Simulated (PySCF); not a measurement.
MgSe: script and output

Input:

```python
from pyscf import gto, dft

mol = gto.M(
    atom='Mg 0 0 0; Se 0 0 2.297',
    basis='def2-svp',
    charge=0,
    spin=0,
    verbose=4,
)
mf = dft.RKS(mol, xc='revtpss')
mf.kernel()
g = mf.nuc_grad_method()
g.grid_response = True
g.kernel()
mf.dip_moment()
print('orbital energies (hartree):', mf.mo_energy[..., max(0, mol.nelec[1]-3):mol.nelec[0]+3].round(4))
```

```bash
$ OMP_NUM_THREADS=1 python input.py
```

Output (some set-up lines and the per-cycle HOMO/LUMO lines with their warnings removed):

```
PySCF version 2.14.0

[INPUT] verbose = 4
[INPUT] num. atoms = 2
[INPUT] num. electrons = 46
[INPUT] charge = 0
[INPUT] spin (= nelec alpha-beta = 2S) = 0
[INPUT] symmetry False subgroup None
[INPUT] Mole.unit = angstrom
[INPUT] Symbol           X                Y                Z      unit          X                Y                Z       unit  Magmom
[INPUT]  1 Mg     0.000000000000   0.000000000000   0.000000000000 AA    0.000000000000   0.000000000000   0.000000000000 Bohr   0.0
[INPUT]  2 Se     0.000000000000   0.000000000000   2.297000000000 AA    0.000000000000   0.000000000000   4.340700908126 Bohr   0.0

nuclear repulsion = 93.9940365935394
number of shells = 20
number of NR pGTOs = 110
number of NR cGTOs = 50
basis = def2-svp
ecp = {}

******** <class 'pyscf.dft.rks.RKS'> ********
method = RKS
initial guess = minao
damping factor = 0
level_shift factor = 0
DIIS = <class 'pyscf.scf.diis.CDIIS'>
diis_start_cycle = 1
diis_space = 8
diis_damp = 0
SCF conv_tol = 1e-09
SCF conv_tol_grad = None
SCF max_cycles = 50
direct_scf = True
direct_scf_tol = 1e-13
XC library pyscf.dft.libxc version 7.0.0
    S. Lehtola, C. Steigemann, M. J.T. Oliveira, and M. A.L. Marques.,  SoftwareX 7, 1–5 (2018)
XC functionals = revtpss
    J. P. Perdew, A. Ruzsinszky, G. I. Csonka, L. A. Constantin, and J. Sun.,  Phys. Rev. Lett. 103, 026403 (2009)
    J. P. Perdew, A. Ruzsinszky, G. I. Csonka, L. A. Constantin, and J. Sun.,  Phys. Rev. Lett. 106, 179902 (2011)
    J. P. Perdew, A. Ruzsinszky, G. I. Csonka, L. A. Constantin, and J. Sun.,  Phys. Rev. Lett. 103, 026403 (2009)
    J. P. Perdew, A. Ruzsinszky, G. I. Csonka, L. A. Constantin, and J. Sun.,  Phys. Rev. Lett. 106, 179902 (2011)
radial grids:
    Treutler-Ahlrichs [JCP 102, 346 (1995); DOI:10.1063/1.469408] (M4) radial grids

becke partition: Becke, JCP 88, 2547 (1988); DOI:10.1063/1.454033
pruning grids: <function nwchem_prune>
grids dens level: 3
symmetrized grids: False
atomic radii adjust function: <function treutler_atomic_radii_adjust>
small_rho_cutoff = 0
Set gradient conv threshold to 3.16228e-05
Initial guess from minao.
tot grids = 39008
init E= -2599.73876125415
cycle= 1 E= -2600.38999868968  delta_E= -0.651  |g|= 0.479  |ddm|=    2
cycle= 2 E= -2597.17373226753  delta_E= 3.22  |g|= 1.94  |ddm|= 3.89
cycle= 3 E= -2600.46765201487  delta_E= -3.29  |g|= 0.413  |ddm|=  2.8

cycle= 4 E= -2600.14260022886  delta_E= 0.325  |g|= 0.575  |ddm|= 1.99
cycle= 5 E= -2600.53798990388  delta_E= -0.395  |g|= 0.136  |ddm|= 2.06
cycle= 6 E= -2600.54726209812  delta_E= -0.00927  |g|= 0.0358  |ddm|= 0.218
cycle= 7 E= -2600.54750375853  delta_E= -0.000242  |g|= 0.0219  |ddm|= 0.102
cycle= 8 E= -2600.54779250917  delta_E= -0.000289  |g|= 0.00583  |ddm|= 0.058
cycle= 9 E= -2600.54780979178  delta_E= -1.73e-05  |g|= 0.00105  |ddm|= 0.00926
cycle= 10 E= -2600.54781051198  delta_E= -7.2e-07  |g|= 8.32e-05  |ddm|= 0.00244
cycle= 11 E= -2600.54781051549  delta_E= -3.51e-09  |g|= 1.15e-05  |ddm|= 0.000177
cycle= 12 E= -2600.54781051557  delta_E= -7.59e-11  |g|= 7.75e-07  |ddm|= 2.12e-05
Extra cycle  E= -2600.54781051556  delta_E= 6.37e-12  |g|= 3.46e-06  |ddm|= 8.24e-06
converged SCF energy = -2600.54781051556

******** <class 'pyscf.grad.rks.Gradients'> for <class 'pyscf.dft.rks.RKS'> ********
unit = Eh/Bohr
grid_response = True
--------------- RKS gradients ---------------
         x                y                z
0 Mg    -0.0000000000    -0.0000000000    -0.0040871980
1 Se     0.0000000000     0.0000000000     0.0040871980
----------------------------------------------
Dipole moment(X, Y, Z, Debye): -0.00000,  0.00000, -6.96588
orbital energies (hartree): [-0.2411 -0.1737 -0.1737 -0.1553 -0.0445 -0.0445]
```

In short: E(SCF) = -2600.547811 Eh, 12 cycles, μz(SCF) = -6.97 D, gradient on the second atom 0.0041 Eh/bohr.

It ran on Arm Neoverse V2 (1 thread, shared host) in 4.8 s.

Stability towards an unrestricted solution was not tested. The bond length is a typed value, not an optimised one.
